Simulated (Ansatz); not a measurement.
Process, species as SMILES: Cl[Se]Cl + H+ → Cl[SeH+]Cl
B3LYP-D3(BJ)/def2-TZVP geometries, fixed; electronic energies without zero-point terms; positive where energy is released.
Largest species:
```
Se
H 1 1.4938
Cl 1 2.1264 2 95.40
Cl 1 2.1264 2 95.40 3 105.25
```
Charge +1, spin multiplicity 1.

Basis-set convergence of the proton affinity at HF with Ansatz (a program for electronic structure). All functions are spherical. The proton sits at the site shown, which need not be the one that binds it best. No added dispersion term, no relativity. Functions are those of the species that has most. Reference: the value in pcseg-4, 167.19 kcal/mol, itself unsure by roughly 0.14 kcal/mol (its mean distance from aug-pcseg-3, aug-cc-pV(Q+d)Z, cc-pV(5+d)Z). Deviations are taken from unrounded values.

| basis | functions | proton affinity (kcal/mol) |
|---|---|---|
| pcseg-1 | 68 | 157.72 |
| aug-pcseg-1 | 99 | 162.88 |
| def2-SVP | 73 | 161.96 |
| def2-SVPD | 103 | 162.69 |
| cc-pV(D+d)Z | 78 | 161.02 |
| aug-cc-pV(D+d)Z | 109 | 163.66 |
| pcseg-2 | 125 | 166.21 |
| aug-pcseg-2 | 182 | 166.67 |
| def2-TZVP | 128 | 166.70 |
| def2-TZVPD | 158 | 166.41 |
| cc-pV(T+d)Z | 135 | 166.55 |
| aug-cc-pV(T+d)Z | 192 | 166.55 |
| def2-TZVPP | 146 | 166.95 |
| def2-TZVPPD | 176 | 166.62 |
| cc-pV(Q+d)Z | 226 | 167.02 |
| aug-cc-pV(Q+d)Z | 317 | 166.97 |
| pcseg-3 | 229 | 167.14 |
| aug-pcseg-3 | 320 | 167.11 |
| def2-QZVPP | 259 | 167.06 |
| def2-QZVPPD | 289 | 167.01 |

What the diffuse functions change, pair by pair:
- pcseg-1 to aug-pcseg-1: 31 more functions, deviation -9.47 to -4.31 kcal/mol
- def2-SVP to def2-SVPD: 30 more functions, deviation -5.23 to -4.50 kcal/mol
- cc-pV(D+d)Z to aug-cc-pV(D+d)Z: 31 more functions, deviation -6.17 to -3.53 kcal/mol
- pcseg-2 to aug-pcseg-2: 57 more functions, deviation -0.97 to -0.52 kcal/mol
- def2-TZVP to def2-TZVPD: 30 more functions, deviation -0.48 to -0.77 kcal/mol
- cc-pV(T+d)Z to aug-cc-pV(T+d)Z: 57 more functions, deviation -0.64 to -0.64 kcal/mol
- def2-TZVPP to def2-TZVPPD: 30 more functions, deviation -0.24 to -0.57 kcal/mol
- cc-pV(Q+d)Z to aug-cc-pV(Q+d)Z: 91 more functions, deviation -0.17 to -0.22 kcal/mol
- pcseg-3 to aug-pcseg-3: 91 more functions, deviation -0.05 to -0.07 kcal/mol
- def2-QZVPP to def2-QZVPPD: 30 more functions, deviation -0.12 to -0.17 kcal/mol

They bring the value nearer the reference by more than 0.14 kcal/mol in 4 of 10 pairs.
